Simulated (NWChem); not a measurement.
**Correlation energy of silicon monosulfide (SSi)**

```xyz
2

Si     0.0000     0.0000     1.0345
S      0.0000     0.0000    -0.9052
```
Charge 0, spin multiplicity 1.

Program: NWChem. The geometry was optimised at PBE0/def2-SVP, a minimum by its harmonic frequencies.

Basis set: cc-pVQZ. Each correlation energy counts from its own Hartree-Fock reference.

The correlated methods keep 10 core orbitals frozen. Coupled-cluster values serve here as a point of comparison, not as the truth.

| method | correlation energy (mHa) |
|---|---|
| RI-MP2 | -281.2 |
| MP2 | -281.2 |
| SCS-MP2 | … |
| CR-CCSD[T] | -315.4 |
| CR-CCSD(T) | -314.8 |
| CCSD | … |
| CCSD+T(CCSD) | -319.8 |
| CCSD(T) | -319.1 |

### Question
Complete the blanks.

### Answer

- SCS-MP2, correlation energy (mHa): -281.6
- CCSD, correlation energy (mHa): -299.3
